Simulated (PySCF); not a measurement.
ClTl, charge -1, doublet, at a GFN2-xTB geometry (such geometries of metal compounds can be far from the true shape) (a state made from the parent by changing its charge; the spin is typed, not shown lowest) (core potentials on Tl) (in this run its highest filled SCF level lies above zero, so its values depend strongly on the basis, on diffuse functions most of all). Base run: PySCF with B3LYP/def2-SVP.

Here is a job for PySCF.
```python
from pyscf import gto, scf, dft

mol = gto.Mole()
mol.atom = '''
    Tl   -0.00000000   -0.00000000   -0.47641043
    Cl    0.00000000    0.00000000    2.26995558
'''
mol.basis = 'def2-svp'
mol.ecp = {'Tl': 'def2-svp'}
mol.charge = -1
mol.spin = 1
mol.verbose = 4
mol.build()

mf = dft.UKS(mol)
mf.xc = 'b3lyp'
mf.kernel()
```

Each row names what was changed in the base input (with any setting that the change needs).

```json
[
 {"change": "base", "ΔE vs base (mEh)": "0.000", "SCF cycles": "10", "<S^2>": "0.751", "outcome": "converged"},
 {"change": "init_guess = vsap", "ΔE vs base (mEh)": "-", "SCF cycles": "-", "<S^2>": "-", "outcome": "input refused"},
 {"change": "conv_tol = 1e-12", "ΔE vs base (mEh)": "0.000", "SCF cycles": "16", "<S^2>": "0.751", "outcome": "converged"},
 {"change": "init_guess = huckel", "ΔE vs base (mEh)": "0.000", "SCF cycles": "10", "<S^2>": "0.751", "outcome": "converged"},
 {"change": "diis = off; damp = 0.6 (with mf.diis_start_cycle = 200; with mf.max_cycle = 150)", "ΔE vs base (mEh)": "0.000", "SCF cycles": "21", "<S^2>": "0.751", "outcome": "converged"},
 {"change": "init_guess = atom", "ΔE vs base (mEh)": "0.000", "SCF cycles": "9", "<S^2>": "0.751", "outcome": "converged"},
 {"change": "DIIS = EDIIS", "ΔE vs base (mEh)": "-", "SCF cycles": "50", "<S^2>": "-", "outcome": "not converged"},
 {"change": "diis_space = 20", "ΔE vs base (mEh)": "0.000", "SCF cycles": "10", "<S^2>": "0.751", "outcome": "converged"},
 {"change": "conv_tol = 1e-6", "ΔE vs base (mEh)": "0.000", "SCF cycles": "8", "<S^2>": "0.751", "outcome": "converged"},
 {"change": "solver = newton", "ΔE vs base (mEh)": "0.000", "SCF cycles": "-", "<S^2>": "0.751", "outcome": "converged"},
 {"change": "init_guess = 1e", "ΔE vs base (mEh)": "0.000", "SCF cycles": "16", "<S^2>": "0.751", "outcome": "converged"},
 {"change": "diis_space = 2", "ΔE vs base (mEh)": "0.000", "SCF cycles": "16", "<S^2>": "0.751", "outcome": "converged"},
 {"change": "diis = off (with mf.max_cycle = 100)", "ΔE vs base (mEh)": "-", "SCF cycles": "100", "<S^2>": "-", "outcome": "not converged"}
]
```

Open shells are given as the SCF converged; they aren't shown to be the lowest states, and a large step between rows can be another state.

- init_guess = vsap: ended with `AssertionError: ECP or PP not supported`
